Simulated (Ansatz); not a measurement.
Ansatz (a program for electronic structure) input:

Ansatz 0.2 input:
```yaml
crystal:
  periodic: [false, false, false]
  atoms:
    - {symbol: C, position_ang: [-1.53987489, 0.03915439, 0.09174102]}
    - {symbol: C, position_ang: [-0.36193975, -0.37539377, -0.77845974]}
    - {symbol: C, position_ang: [0.96532681, -0.11600465, -0.24776119]}
    - {symbol: O, position_ang: [1.20764649, 0.42101830, 0.86771278]}
    - {symbol: H, position_ang: [-1.54887711, -0.49308341, 1.04573096]}
    - {symbol: H, position_ang: [-1.55404977, 1.11655263, 0.27192710]}
    - {symbol: H, position_ang: [-2.47047873, -0.20749115, -0.41510041]}
    - {symbol: H, position_ang: [-0.37059478, 0.09573811, -1.77631676]}
    - {symbol: H, position_ang: [-0.36563074, -1.44897971, -1.03372118]}
    - {symbol: H, position_ang: [1.86558377, -0.37963425, -0.80217097]}
    - {symbol: H, position_ang: [0.40180237, 0.66221553, 1.37482849]}
basis:
  gaussian:
    orbitals: aug-cc-pVDZ
total_charge: 1
magnetization: {spin_polarized: false}
correlation: {method: ccsd_t, electrons: outside_noble_gas}
output: {forces: true}
```

### Question
Which total energy does the run end on?

### Answer
-192.97674 Eh (CCSD(T)/aug-cc-pVDZ). The basis has 155 functions. The run takes very roughly 4 core-minutes.

It need not be the lowest isomer of its formula.
